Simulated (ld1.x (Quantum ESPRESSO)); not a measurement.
## An all-electron radial function and its pseudo partner (Li)

Columns: radius, all-electron u(r) and pseudo u(r) of the 2s shell (level -2.87 eV) of lithium in the configuration [He] 2s1 2p0; PBE, scalar-relativistic, TM scheme, ld1.x (Quantum ESPRESSO) 7.5.

| r (bohr) | all-electron | pseudo |
| --- | --- | --- |
| 0.215 | 0.1794 | -0.0326 |
| 0.430 | 0.1683 | -0.0664 |
| 0.645 | 0.0880 | -0.1027 |
| 0.860 | -0.0124 | -0.1425 |
| 1.075 | -0.1121 | -0.1869 |
| 1.290 | -0.2025 | -0.2359 |
| 1.505 | -0.2802 | -0.2885 |
| 1.720 | -0.3445 | -0.3423 |
| 1.935 | -0.3975 | -0.3934 |
| 2.150 | -0.4405 | -0.4376 |
| 2.365 | -0.4733 | -0.4722 |
| 2.580 | -0.4966 | -0.4964 |
| 2.795 | -0.5113 | -0.5113 |
| 3.010 | -0.5184 | -0.5184 |
| 3.225 | -0.5188 | -0.5188 |
| 3.440 | -0.5136 | -0.5136 |
| 3.655 | -0.5037 | -0.5037 |
| 3.870 | -0.4900 | -0.4900 |
| 4.085 | -0.4733 | -0.4733 |
| 4.300 | -0.4543 | -0.4543 |
| 4.515 | -0.4337 | -0.4337 |
| 4.730 | -0.4122 | -0.4122 |
| 4.945 | -0.3901 | -0.3901 |
| 5.160 | -0.3679 | -0.3679 |
| 5.375 | -0.3459 | -0.3459 |
| 5.590 | -0.3244 | -0.3244 |

(1) How many radial nodes do the two functions have?

(2) At about which radius was the pseudo-wave matched?

(3) Is the pseudo-wave norm-conserving?

Answers

(1) The all-electron 2s function has n − l − 1 = 1; the pseudo-wave has 0, since the states of the same l below it are removed with the core.

(2) 2.90 bohr. The columns agree to 0.0005 from 2.58 bohr on; several derivatives are matched, so the curves merge somewhat inside the radius.

(3) Yes: the TM scheme keeps the norm inside the radius equal to the all-electron one, which fixes the energy derivative of the logarithmic derivative at the level.
